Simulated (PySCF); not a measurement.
**Ionisation energy of Mg²⁺ by level of theory**

Mg²⁺ [Ne] (1S) → Mg³⁺ [He] 2s2 2p5 (2P), as a difference of total energies. All numbers are calculated (PySCF 2.14, scalar relativity by spin-free X2C-1e, in cc-pVDZ-DK (4s3p1d, 18 functions)). Correlated levels: valence: [He] 2s2 frozen. The calculations carry no spin-orbit coupling.

| method | ionisation energy (eV) |
| --- | --- |
| UHF | 81.039 |
| B3LYP | 82.741 |
| PBE0 | 82.479 |
| MP2 (valence) | 81.075 |
| SCS-MP2 (valence) | 81.073 |
| CCSD (valence) | 81.073 |
| CCSD(T) (valence) | 81.074 |

**Question.** How much does correlation contribute at CCSD(T) (valence)?

**Answer.** 81.074 − (81.039) = 0.035 eV, measured against UHF.

Errors of the correlated levels include the incompleteness of this basis and the frozen core.

For comparison: 80.144 eV (measured; NIST Atomic Spectra Database, ionization energies).
